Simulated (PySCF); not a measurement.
Task: Give a PBE0-D3(BJ)/def2-SVP geometry of `C=Cc1cc2sccc2[se]1`.

Result: 
Z-matrix in Å and degrees, rows numbered from 1:
```
C 
C   1  1.3411
C   2  1.4538  1  126.17
C   3  1.3751  2  129.32  1     0.25
C   4  1.4185  3  113.87  2  -179.89
S   5  1.7305  4  132.91  3  -179.98
C   6  1.7296  5   91.30  4  -179.90
C   7  1.3699  6  113.34  5    -0.09
C   5  1.3955  4  116.51  3     0.03
Se  9  1.8599  5  110.23  4    -0.04
H   1  1.0933  2  122.18  3     0.01
H   1  1.0918  2  120.76  3   179.98
H   2  1.0958  1  118.08  3  -179.95
H   4  1.0909  3  122.57  2     0.10
H   7  1.0895  6  119.34  5   179.96
H   8  1.0900  7  123.61  6  -179.97
```

The 10 heavy atoms lie in one plane (0.003 Å rms). The 7 C–C bonds span 1.341 Å (C1=C2, drawn double) to 1.454 Å (C2–C3, drawn single), a spread of 0.113 Å. Of the pairs four or more bonds apart, H11···H14 is among the closest relative to their van der Waals radii: 2.37 Å, 99 % of the sum of Bondi's values. The 5-membered ring C5–S6–C7–C8–C9 has internal angles of 91.3° to 113.8°; it is planar, 0.00 Å rms from its mean plane, widest ring torsion 0°.

Method used: PBE0-D3(BJ)/def2-SVP geometry optimisation, gas phase in PySCF 2.14.0.

Point group: Cs (every atom within 0.08 Å of its image). Stationary, but not proved a minimum. One conformer, not necessarily the lowest (C1–C2–C3–C4 0°).
